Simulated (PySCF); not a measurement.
C3F8, SMILES FC(C(F)(F)F)(F)C(F)(F)F.

Coordinates come from a PBE0-D3(BJ)/def2-SVP optimisation.

These are TDA-PBE0/def2-SVPD (PySCF) values and carry that method's errors.

Vertical excitations. The molecule is in vacuum. State labels are in the subgroup C2v.

### Question
Give excitation energies, oscillator strengths and character. (An estimate is asked for; the answer gives what the named calculation found.)

### Answer

```
state  symmetry  energy (eV)  λ (nm)      f                                                                main pairs
-----  --------  -----------  ------  -----  ------------------------------------------------------------------------
S1           A2        10.18     122  0.000                                                          HOMO→LUMO+1 95 %
S2           B1        10.24     121  0.043                                          HOMO→LUMO 83 %, HOMO→LUMO+2 13 %
S3           B1        10.84     114  0.000                                          HOMO→LUMO+2 83 %, HOMO→LUMO 15 %
S4           A1        11.49     108  0.019                                                          HOMO→LUMO+3 96 %
S5           B2        11.87     104  0.006  HOMO−1→LUMO+1 51 %, HOMO−3→LUMO 24 %, HOMO−3→LUMO+2 9 %, HOMO−4→LUMO 8 %
S6           A1        11.87     104  0.031                                      HOMO−1→LUMO 69 %, HOMO−1→LUMO+2 24 %
T1           A2         9.53     130      0                                                          HOMO→LUMO+1 90 %
T2           B1         9.54     130      0                                          HOMO→LUMO 53 %, HOMO→LUMO+2 37 %
```
Triplets are in the Tamm–Dancoff approximation.
